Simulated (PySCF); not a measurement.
# Löwdin shares of the frontier orbitals

C4H9PSSi.
Geometry (GFN2-xTB, Å), atoms numbered from 1 in this order:
```
atom  x, y, z in Å
C1     2.5277    0.0532   -1.0271
C2     1.6524    0.4532   -0.1182
C3     0.4606   -0.3072    0.2677
C4    -0.8644    0.4741    0.5056
Si5   -2.4411   -0.2101   -0.2820
P6    -0.1056   -0.1882    2.0106
S7     0.7083    0.8373    3.4339
H8     3.3950    0.6391   -1.2751
H9     2.4077   -0.8770   -1.5585
H10    1.7886    1.3925    0.4057
H11    0.3507   -1.2673   -0.2273
H12   -0.7294    1.5516    0.4328
H13   -2.6286   -1.5855    0.1879
H14   -3.5567    0.6386    0.1255
H15   -2.2299   -0.1983   -1.7288
H16   -0.7429   -1.3972    2.2722
```

Level of theory: PySCF 2.14.0, density-fitted response routines, TDDFT PBE0/def2-SVPD, vertical, gas phase, core orbitals frozen in the response.

Frontier orbitals with the atoms that hold most of them (Löwdin shares over 4%, at most four atoms; ? is withheld):

| orbital | ε (eV) | atoms |
| --- | --- | --- |
| HOMO-3 | -9.50 | P6 26%, C4 18%, S7 17%, Si5 11% |
| HOMO-2 | -7.76 | C1 28%, C2 26%, S7 17%, P6 8% |
| HOMO-1 | -6.98 | ? |
| HOMO | -6.49 | ? |
| LUMO | ? | C1 21%, P6 19%, C2 17%, S7 10% |
| LUMO+1 | -0.17 | S7 34%, P6 23%, C4 13%, H16 12% |
| LUMO+2 | -0.02 | Si5 32%, H13 10%, H15 8%, P6 7% |

Problem. Which atoms hold the HOMO, and with what shares?

Solution. S7 (bonded to P) 56%; P6 (bonded to 2 C, S and H) 14%; C3 (bonded to 2 C, P and H) 10%; C4 (bonded to C, P, Si and H) 7%. By element: sulfur 56%, carbon 17% or more, phosphorus 14%.

Problem. Which atoms hold the HOMO-1, and with what shares?

Solution. S7 (bonded to P) 67%; P6 (bonded to 2 C, S and H) 15%; C4 (bonded to C, P, Si and H) 5%.

Problem. What is the LUMO energy, and the HOMO–LUMO gap?

Solution. ε(LUMO) = -0.54 eV; the gap is 5.95 eV (0.2187 hartree).

Problem. The HOMO–LUMO gap is 5.95 eV. Where does the response calculation put the lowest singlet, and from which orbitals?

Solution. S1 is at 4.87 eV (f = 0.032), 1.08 eV below the gap, made of HOMO→LUMO+1 (58%), HOMO→LUMO (35%). Its leading pair isn't HOMO and LUMO; the energies of that pair differ by 6.32 eV. Without the coupling terms of the response equations the lowest excitation would equal the gap.

Next come S2 at 5.07 eV (f 0.081), HOMO→LUMO (55%), HOMO→LUMO+1 (36%); S3 at 5.23 eV (f 0.017), HOMO-1→LUMO (84%); S4 at 5.42 eV (f 0.029), HOMO-1→LUMO+1 (47%), HOMO→LUMO+2 (44%); S5 at 5.45 eV (f 0.020), HOMO-1→LUMO+1 (42%), HOMO→LUMO+2 (42%), HOMO→LUMO+3 (10%).

Löwdin shares depend on the basis, the more so with diffuse functions.

Time: 34 s; peak memory 0.89 GiB. Hardware: one thread, Arm Neoverse V2 (aarch64), shared host with 32 logical CPUs at a one-minute load of 14.

One conformer stands for the species.
